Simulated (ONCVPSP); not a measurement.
# Ge (Z = 32), ONCV: configuration errors across variants

* Element: germanium (Ge)
* Generator: ONCVPSP 4.0.1
* Type: optimised norm-conserving Vanderbilt (ONCV)
* Functional: PBEsol
* Relativity: scalar-relativistic
* Frozen core: [Ar] 3d10
* Valence charge: 4
* Reference configuration: 4s1.5 4p2.5
* Partial waves: 4s: rc 1.85 bohr, ncon 4, nbas 7, qcut 2.7 1/bohr, 2 projectors, debl 3.9 Ha; 4p: rc 2.15 bohr, ncon 4, nbas 8, qcut 4.2 1/bohr, 1 projector; d scattering state at 0.1 Ha: rc 1.95 bohr, ncon 5, nbas 8, qcut 4.4 1/bohr, 3 projectors, debl 2.1 Ha
* Local potential: polynomial inside 1.15 bohr (lpopt 5, dvloc0 2 Ha)
* Core correction: Teter function, fcfact 3.25, rcfact 1.15

All-electron excitation energies from the reference (eV): (1) 4s2 4p2 -3.957; (2) 4s2 4p1 3.496; (3) 4s2 4p0 18.945; (4) 4s0 4p4 12.255.

A true bound ghost makes a file unfit for plane-wave use even where its test errors are small: the radial tests pick states by their node count and pass the ghost by.

Errors AE − PS in meV (a dash: test not solved or not reliable):

| change | (1) | (2) | (3) | (4) | bound ghosts | GHOST(+) flags above zero |
| --- | --- | --- | --- | --- | --- | --- |
| base | -1.4 | -2.8 | -19 | -14 | d | s, d |
| core correction Teter function, fcfact 1.7, rcfact 1.15 | -0.6 | -4.0 | -26 | -7.0 | d | s, d |
| core correction Teter function, fcfact 2.4, rcfact 1.15 | -1.0 | -3.5 | -23 | -11 | d | s, d |
| core correction Teter function, fcfact 3.4, rcfact 1.15 | -1.5 | -2.7 | -18 | -15 | d | s, d |
| core correction Teter function, fcfact 3.9, rcfact 1.15 | -1.6 | -2.3 | -16 | -16 | d | s, d |
| core correction Teter function, fcfact 5, rcfact 1.15 | -1.9 | -1.6 | -11 | -19 | d | s, d |
| core correction Teter function, fcfact 5.6, rcfact 1.15 | -2.1 | -1.3 | -9.4 | -21 | d | s, d |
| core correction Teter function, fcfact 6.4, rcfact 1.15 | -2.3 | -0.8 | -7.1 | -22 | d | s, d |

Give the same row for: core correction Teter function, fcfact 7.5, rcfact 1.15.

-2.5, -0.3, -4.4, -25; bound ghosts: d; GHOST(+) flags above zero: s, d.
